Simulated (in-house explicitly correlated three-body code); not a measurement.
Values are calculated unless marked as measured or tabulated.
**Two electrons around a charge Z: the exact Kohn-Sham energy parts**

The exact non-relativistic ground state comes from a variational code in 260 exponentially correlated functions, the Kohn-Sham parts from inverting its density (past Z = 6 the correlation energy is taken as exact minus Hartree-Fock, equal to within microhartrees), and self-consistent runs (Hartree-Fock is restricted) from a B-spline radial code. Z may be fractional; the second electron is bound down to Z = 0.911.

E_c tends to a constant and T_c to −E_c as Z grows.

| Z | E (Eh) | E_x (Eh) | E_c (mEh) | T_c (mEh) | −T_c/E_c | binding (eV) |
| --- | --- | --- | --- | --- | --- | --- |
| 1.3 | -1.029897 | -0.58218 | -40.54 | 31.86 | 0.786 | 5.031 |
| 1.6 | -1.712984 | -0.77287 | -41.22 | 34.37 | 0.834 | 11.78 |
| 2.06 | -3.109920 | -1.06223 | -42.22 | 36.91 | 0.874 | 26.89 |
| 2.46 | ? | ? | ? | ? | ? | ? |
| 3.06 | -7.606063 | -1.68861 | -43.57 | 39.96 | 0.917 | 79.57 |
| 4 | -13.655566 | -2.27663 | -44.27 | 41.48 | 0.937 | 153.9 |
| 4.7 | ? | ? | ? | ? | ? | ? |
| 5.9 | -31.278723 | -3.46461 | -45.03 | 43.12 | 0.958 | 377.5 |

Task: What belongs in the row Z = 2.46?

Result: E (Eh): -4.668469; E_x (Eh): -1.31298; E_c (mEh): -42.87; T_c (mEh): 38.41; −T_c/E_c: 0.896; binding (eV): 44.7.

Task: What belongs in the row Z = 4.7?

Result: E (Eh): -19.308367; E_x (Eh): -2.71436; E_c (mEh): -44.62; T_c (mEh): 42.23; −T_c/E_c: 0.947; binding (eV): 224.9.

Task: Where is correlation strongest relative to exchange?

Result: E_c/E_x falls from 0.070 at Z = 1.3 to 0.0130 at Z = 5.9, since exchange grows as Z while correlation stays near −0.045 hartree. The smaller −T_c/E_c at low Z marks the more static, in-out correlation of a loosely bound pair.
